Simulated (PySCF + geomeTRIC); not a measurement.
Species: [Hf(Cl)4] (charge 0, multiplicity 1).

Q: Give a relaxed geometry from BP86-D3(BJ)/def2-SVP in PySCF + geomeTRIC.

A: the end point of this relaxation.
Cartesian coordinates (Å) in one orientation:
```xyz
5

Hf     0.010     0.010    -0.010
Cl     2.149     0.860     0.393
Cl    -1.251     1.600    -1.172
Cl     0.174    -1.941    -1.286
Cl    -1.033    -0.475     2.024
```
